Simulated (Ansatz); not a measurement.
Cartesian coordinates in Å:
```
C 0.554 0.596 2.660
O 0.019 0.408 1.369
Si 0.072 1.466 0.135
F 1.599 1.757 -0.259
C -0.795 0.683 -1.301
C -0.129 -0.574 -1.880
Si -0.074 -2.093 -0.792
F -1.501 -2.285 -0.084
H 0.157 -0.183 3.311
H 1.645 0.521 2.645
H 0.274 1.572 3.071
H -0.494 2.778 0.540
H -1.817 0.459 -0.975
H -0.890 1.450 -2.079
H 0.904 -0.360 -2.181
H -0.646 -0.873 -2.799
H 0.157 -3.290 -1.643
H 0.963 -2.034 0.263
```

The species carries charge 0 and has multiplicity 1.

(1) List the PBE/def2-TZVPP orbital energies in eV (Ansatz 0.2.0). (Best estimate.)

Answers

(1) Computed: Occupied: -1780.52, -1780.13, -659.67, -659.52, -510.52, -270.34, -269.09, -269.07, -138.12, -137.78, -94.92, -94.86, -94.80, -94.59, -94.49, -94.47, -29.39, -29.21, -25.58, -19.12, -17.24, -15.71, -13.42, -13.01, -11.99, -11.53, -11.32, -11.10, -10.70, -10.62, -10.35, -10.25, -9.94, -9.81, -9.49, -8.96, -7.89, -7.79, -7.48, -7.19, -6.95. Lowest empty: -0.44, -0.09, 0.30, 0.39, 1.12, 1.21, 1.48, 1.56.
